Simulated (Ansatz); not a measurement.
`BC=NB` + H₂ → `BN=C` + BH₃ at 400 K and 1 bar (hydrogenolysis of a C–B bond).

Calculated with Ansatz (gas phase, PBE0-D4/def2-TZVP geometries, no zero-point term in ΔE). CCSD(T)/CBS is the MP2 limit (def2-TZVPP, def2-QZVPP) plus CCSD(T) − MP2 in def2-TZVPP, frozen cores. This one scheme is used for every species.

```
species  CCSD(T)/CBS energy (Eh)  H − E (kJ/mol)  S (J/(mol·K))
`BC=NB`               -145.31327           190.1          325.6
     H₂                 -1.17544            38.0          139.0
 `BN=C`               -119.93970           154.7          272.9
    BH₃                -26.55200            82.6          199.4
```

H − E and S are ideal-gas, rigid-rotor, harmonic terms from PBE0-D4/def2-TZVP. The MP2-based limit puts H₂ 0.8 mEh under its directly extrapolated value; such offsets cancel only in part. 1 Eh = 2625.50 kJ/mol, R = 8.31446 J/(mol·K).

Q: By hand: ΔE, ΔH, ΔS and ΔG.

A: ΔE = (-119.93970) + (-26.55200) − (-145.31327) − (-1.17544) = -0.00299 Eh = -7.9 kJ/mol. Δ(H − E) = 154.7 + 82.6 − 190.1 − 38.0 = 9.2, so ΔH = 1.3 kJ/mol. ΔS = 272.9 + 199.4 − 325.6 − 139.0 = 7.7 J/(mol·K). ΔG = 1.3 − 400 × (7.7)/1000 = -1.8 kJ/mol.

Q: By hand: the equilibrium constant, and the temperature at which ΔG would vanish if ΔH and ΔS stayed fixed.

A: log₁₀ K = −ΔG/(RT ln 10) = 0.2. ΔG = 0 at ΔH/ΔS = 169 K, though so small a ΔH makes that figure unsure.

TΔS isn't small against ΔH here. The sign of ΔG lies within the doubt. A doubt of 5 kJ/mol in ΔE shifts log₁₀ K by 0.7 here. These are equilibria of isolated gas molecules and say nothing of rates. Largest T1 diagnostic: 0.017 (customary marks: 0.02 for closed shells, 0.045 for open ones).
